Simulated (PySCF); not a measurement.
Species: [ICl4]- (charge -1).
SMILES: `Cl[I-](Cl)(Cl)Cl`

The closed-shell ground state was solved at several levels (PySCF, density fitting, gas phase). Isolated species at its PBE0-D3(BJ)/def2-SVP geometry, gas phase. Atoms past krypton carry effective core potentials; spin–orbit coupling is left out. The geometry's basis has no diffuse functions, a weakness for an anion. No diffuse functions stand in pcSseg-1 (def2-TZVP on I), which bears on an anion's orbital energies.

```csv
level,basis functions,total energy (Eh),HOMO (eV),LUMO (eV),gap (eV)
wB97X-D/def2-SVPD,143,-2138.1308,-5.72,2.17,7.89
PBE0/pcSseg-1 (def2-TZVP on I),146,-2137.9687,-3.66,0.99,4.65
```

What might B3LYP/pcSseg-1 (def2-TZVP on I) (146 basis functions) give for the same quantities?

Total energy -2138.7250 Eh, HOMO -3.34 eV, LUMO 0.89 eV, gap 4.23 eV.

Over all these levels, which gives the widest orbital gap and which the narrowest?

wB97X-D/def2-SVPD (range-separated hybrid) has the widest, 7.89 eV, and B3LYP/pcSseg-1 (def2-TZVP on I) (global hybrid, 20 % exact exchange) the narrowest, 4.23 eV. Functional and basis both differ between the two, so the spread mixes both effects.

Note: wB97X-D ran without an empirical dispersion term, which enters the total energy and its gradient alone.
